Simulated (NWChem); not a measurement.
Species: C4H5Cl; SMILES C=C=C(C)Cl

```xyz
10

C      0.6326    -2.4033     0.0000
C      0.1553    -1.1865     0.0000
C     -0.3384     0.0223     0.0000
C     -1.7928     0.3987     0.0000
Cl     0.7788     1.4112     0.0000
H      0.8433    -2.9352     0.9269
H      0.8433    -2.9352    -0.9269
H     -2.0368     0.9974    -0.8852
H     -2.0368     0.9974     0.8852
H     -2.4130    -0.5023     0.0000
```
Atoms are numbered in this order, from 1.

Computed with NWChem. Geometry optimised at B3LYP/6-31G*; all other runs use it. Pople sets run with spherical d functions.

```csv
quantity,level,value
"vertical, lowest excitation, singlet (eV)","PBE0/def2-SVPD, TDA",4.66
"isotropic polarisability (bohr³), static",PBE0/def2-SVPD,68.1
dipole in solution (D) in water,"B3LYP/6-31G*, SMD",___
"vertical ionisation energy, ΔSCF (eV)",PBE0/def2-SVP,___
dipole (D),B3LYP/6-31G*,1.95
highest harmonic frequency (cm⁻¹),B3LYP/6-31G*,___
```

Q: What belongs in the gaps?

A: 
- dipole in solution (D) in water, value: 2.58
- vertical ionisation energy, ΔSCF (eV), value: 9.16
- highest harmonic frequency (cm⁻¹), value: 3207
